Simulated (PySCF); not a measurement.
Si(Cl)3(vinyl) (C2H3Cl3Si), SMILES C=C[Si](Cl)(Cl)Cl. Atoms are numbered in the order given.

```xyz
9

C     -2.5863    -1.0810     0.0000
C     -1.2771    -1.3739     0.0000
Si     0.0535    -0.0949     0.0000
Cl    -0.7596     1.7971     0.0000
Cl     1.2529    -0.2988    -1.6615
Cl     1.2529    -0.2988     1.6615
H     -2.9438    -0.0463     0.0000
H     -3.3510    -1.8646     0.0000
H     -0.9570    -2.4238     0.0000
```
Charge 0, spin multiplicity 1.

The structure is a stationary point at TPSSh-D3(BJ)/def2-SVP. The values are those of a single conformer.

Calculation: PBE/pcSseg-1 (PySCF).

GIAO shieldings, no solvent; atoms listed in one row are averaged. δ = σ(ref) − σ: ¹³C against TMS (σ = 182.0 ppm); ²⁹Si against TMS (σ = 335.4 ppm); ³⁵Cl against HCl (σ = 936.5 ppm); ¹H against TMS (σ = 31.49 ppm), references at their B3LYP-D3(BJ)/def2-TZVP geometries, non-relativistic (without spin–orbit terms, shifts of atoms bonded to Cl or Br come out too high).

Task: Estimate the chemical shifts. (Estimate from the structure and the level; the computed values follow.)

Result: 
| nucleus | atoms | count | δ (ppm) |
|---|---|---|---|
| ¹³C | C1 | 1 | 147.9 |
| ¹³C | C2 | 1 | 142.1 |
| ²⁹Si | Si3 | 1 | 28.1 |
| ³⁵Cl | Cl5, Cl6 | 2 | 176.2 |
| ³⁵Cl | Cl4 | 1 | 129.3 |
| ¹H | H7, H8 | 2 | 6.71 |
| ¹H | H9 | 1 | 6.44 |
